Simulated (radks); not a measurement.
Values are calculated unless marked as measured or tabulated.
Effect of the nuclear size on the hafnium ion Hf+, [Xe] 4f14 5d1 6s2. Code: a radial shooting solver on a logarithmic mesh with Libxc functionals. Model: Dirac Kohn-Sham, BLYP, spin-unpolarised, spherical densities, finite nucleus; open shells fill j = l - 1/2 first; Fermi nuclear charge, rms radius 5.347 fm. The rms radius is varied about that value; shifts are against it.

rms radius (fm)  total energy shift (eV)  density at nucleus (e/bohr^3)  1s1/2 shift (meV)  2s1/2 shift (meV)  5s1/2 shift (meV)  5p1/2 shift (meV)  6s1/2 shift (meV)  5d3/2 shift (meV)  6p1/2 (empty) shift (meV)
4.438                              -15.3                      1.285e+06              -6210               -859              -7.02              0.679             -0.592              0.578                      0.223
4.8711                             -8.23                      1.247e+06              -3350               -463              -3.78              0.366             -0.319              0.312                      0.120
5.347                                  0                      1.209e+06              0.000              0.000              0.000              0.000              0.000              0.000                      0.000
5.6678                              5.84                      1.186e+06               2370                329               2.68             -0.259              0.226             -0.221                     -0.085
6.4057                              20.1                       1.14e+06               8190               1130               9.25             -0.893              0.780             -0.761                     -0.294

Slopes of the eigenvalues against <r^2> in GHz/fm^2, as finite differences over the two radii next to the reference (eigenvalue slopes, not the field-shift constants of lines): 1s1/2 165000, 2s1/2 22800, 5s1/2 186, 5p1/2 -18.0, 6s1/2 15.7, 5d3/2 -15.3, 6p1/2 (empty) -5.92.
